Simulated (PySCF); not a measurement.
**How methods differ on the ionisation energy of Cs**

Cs [Xe] 6s1 (2S) → Cs⁺ [Xe] (1S), as a difference of total energies. Computed with PySCF 2.14 in def2-TZVPPD with the def2 core potential (46 electrons) (5s4p3d1f, 39 functions), with scalar relativity through the core potential. Correlated levels: valence and next inner shell: nothing frozen outside the core potential. The calculations carry no spin-orbit coupling.

```csv
method,ionisation energy (eV),error (eV)
UHF,3.491,-0.403
MP2 (valence and next inner shell),3.802,-0.092
SCS-MP2 (valence and next inner shell),3.736,-0.158
CCSD (valence and next inner shell),3.781,-0.113
CCSD(T) (valence and next inner shell),3.800,-0.094
```

Reference: 3.894 eV (measured; NIST Atomic Spectra Database, ionization energies).

Errors of the correlated levels include the incompleteness of this basis.
